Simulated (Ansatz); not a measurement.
Reaction (formal exchange of groups at a Ga–B bond): `[GaH2][B]1B[SiH2]1` + `C[SiH2]S[SiH3]` → `C[SiH2]S[SiH2][GaH2]` + `B1B[SiH2]1`

Calculated with Ansatz (gas phase, PBE0-D4/def2-TZVP geometries, no zero-point term in ΔE). CCSD(T)/CBS is the MP2 limit (def2-TZVPP, def2-QZVPP) plus CCSD(T) − MP2 in def2-TZVPP, frozen cores. DFT in def2-TZVPP. B3LYP here is the variant with VWN-RPA as its local correlation; programs differ in this. For Ga outer-core shells are correlated without core-valence functions, which leaves a few kJ/mol of doubt a bond. Scalar relativity is left out up to krypton. Each species was taken in one conformer, which may not be the lowest.

(1) Is it downhill or uphill in electronic energy at CCSD(T)/CBS, and by how much? (An estimate is asked.)

(2) What do these levels give: LDA (SPW92), PBE0-D4, B3LYP-D4, MP2/def2-SVP, CCSD(T)/def2-TZVPP, HF/CBS(def2)? (Best estimate.)

Largest T1 diagnostic among the species: 0.015.

Results:

(1) Computed: Uphill: ΔE = +4.9 kcal/mol.

(2) The calculation gave: LDA (SPW92) 0.6, PBE0-D4 3.2, B3LYP-D4 3.4, MP2/def2-SVP 8.6, CCSD(T)/def2-TZVPP 5.8, HF/CBS(def2) 10.3 kcal/mol.

From BLYP to BHLYP (50 % exact exchange), in def2-TZVPP and without D4, ΔE moves by +1.3 kcal/mol. The D4 term adds −2.6 kcal/mol with B3LYP and −1.4 kcal/mol with PBE0; it sums over pairs of atoms, weighted by their polarisabilities, and B3LYP, whose exchange is more repulsive, gets the larger term. In def2-TZVPP, CCSD(T) changes the Hartree–Fock value by −4.5 kcal/mol (the triples alone add −0.5 kcal/mol) and MP2 by −3.2 kcal/mol.
